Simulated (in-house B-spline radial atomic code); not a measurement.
Results of a calculation; reference values are marked as such.
## Cu in an electron gas of r_s = 1.5: phase shifts, screening and friction

A nucleus sits in a uniform electron gas with a rigid positive background. The Kohn-Sham equations are solved self-consistently in the spin-unpolarised LDA (PW92), non-relativistic, on B-splines with outgoing waves at the boundary and partial waves to l = 8. The model has no lattice, no bands and no magnetic solution. Atomic units; δ_l are the phase shifts at the Fermi level, counted so that each bound state adds π, and good to about 0.0005.

The density parameter is r_s = 1.5 bohr.

| l | δ_l (rad) |
| --- | --- |
| 0 | 9.0494 |
| 1 | 6.5537 |
| 2 | 3.1082 |
| 3 | 0.1262 |
| 4 | 0.0313 |
| 5 | 0.0082 |
| 6 | 0.0023 |
| 7 | 0.0006 |
| 8 | 0.0002 |

Bound levels below the band bottom (hartree): s -320.2, s -37.56, p -32.9, s -3.587, p -2.142.

Question: Check the Friedel sum rule, and say where the screening charge sits.

Answer: k_F = (9π/4)^(1/3)/r_s = 1.27944. The rule is Z = (2/π) Σ (2l + 1) δ_l. The terms are s 5.761, p 12.517, d 9.894, f 0.562 and 0.264 beyond, in all 28.997 against Z = 29. Bound states hold 6 s, 12 p, 0 d electrons, so the scattering states carry 11.00 in all; where a term is smaller than its bound count, the bound level has drawn weight out of the band.

Question: Find the transport cross section and the electronic stopping of a 2 keV Cu ion (mass 63.55 u).

Answer: σ_tr = (4π/k_F²) Σ (l + 1) sin²(δ_l − δ_(l+1)). The terms for l = 0 to 3 are 0.3623, 0.1791, 0.0758, 0.0359, all together 0.6560, so σ_tr = 7.677 × 0.6560 = 5.036 bohr². With n = 3/(4π r_s³) = 0.07074, the friction coefficient is Q = n k_F σ_tr = 0.4557. For v well below v_F = 1.279, dE/dx = Q v; with 24801 eV per u at v = 1, v = √(2000/(24801 × 63.55)) = 0.0356, so dE/dx = 0.01623 hartree/bohr = 8.35 eV/nm. The largest term couples the s and p waves.
